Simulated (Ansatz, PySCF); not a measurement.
This Ansatz (a quantum-chemistry and plane-wave program) input computes a r2SCAN/def2-TZVPD energy:

Ansatz 0.2 input:
```yaml
crystal:
  periodic: [false, false, false]
  atoms:
    - {symbol: Sn, position_ang: [0.00713831, 0.00221012, 0.27551140]}
    - {symbol: F, position_ang: [0.80132378, 1.42193659, -0.79804079]}
    - {symbol: F, position_ang: [-0.84098107, -1.43421501, -0.73257812]}
basis:
  gaussian:
    orbitals: def2-TZVPD
hamiltonian:
  xc: {name: r2SCAN}
magnetization: {spin_polarized: true, initial_magnetization: 2}
output: {forces: true}
```

### Question
Write an input for the same energy in PySCF and say what it gives.

### Answer

```python
from pyscf import gto, scf, dft

mol = gto.M(
    atom='''
    Sn    0.00713831    0.00221012    0.27551140
    F     0.80132378    1.42193659   -0.79804079
    F    -0.84098107   -1.43421501   -0.73257812
    ''',
    basis='def2-tzvpd',
    ecp='def2-tzvp',
    charge=0,
    spin=2,
    verbose=4,
)

mf = dft.UKS(mol, xc='r2scan').density_fit(auxbasis='def2-universal-jkfit')
mf.grids.level = 4
mf.conv_tol = 1e-9
mf.max_cycle = 100
mf.max_memory = 1500
mf.kernel()
if not mf.converged:
    mf = mf.newton()
    mf.kernel(mf.make_rdm1())
for _ in range(2):
    mo, _, stable, _ = mf.stability(return_status=True)
    if stable:
        break
    mf.kernel(mf.make_rdm1(mo, mf.mo_occ))
mf.analyze()
```
It gives -414.05020 Eh, and Ansatz -414.05016 Eh, a difference of 0.04 mEh, from the treatment of integrals and grids.

This is an excited triplet: at this geometry the singlet lies 3.19 eV lower at RI-MP2/CBS(def2-TZVPPD,def2-QZVPPD)+[CCSD(T)-MP2]/def2-TZVPPD.
